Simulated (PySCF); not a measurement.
## Ga²⁺ (gallium, charge +2) across methods

[Ar] 3d10 4p1, 2P determinant (an excited configuration). Computed with PySCF 2.14 in aug-cc-pVQZ-PP with ECP10MDF (7s6p5d3f2g, 89 functions), with scalar relativity through the core potential.

```tsv
method	E (hartree)	mean ε 3d α (eV)	mean ε 3d β (eV)	mean ε 4p α (eV)	Σ⟨r²⟩ (bohr²)	⟨S²⟩
BLYP	-258.1508	-41.407	-41.295	-19.198	19.31	0.751
LC-wPBE	-258.2202	-47.041	-46.914	-22.500	19.29	0.751
CAM-B3LYP	-258.1379	-46.286	-46.175	-21.300	19.31	0.751
PBE	-258.1809	-41.472	-41.336	-19.261	19.34	0.751
r2SCAN	-258.0673	-41.672	-41.545	-19.501	19.24	0.751
LDA	-257.7258	-41.707	-41.566	-19.320	19.30	0.751
B97-3	-258.2121	-45.043	-44.942	-19.915	19.32	0.750
UHF	-257.12142	-53.717	-53.641	-21.815	19.61	0.751
PBE0	-258.1489	-44.796	-44.675	-20.032	19.34	0.751
```

Energies and moments cover only the electrons outside the core potential.
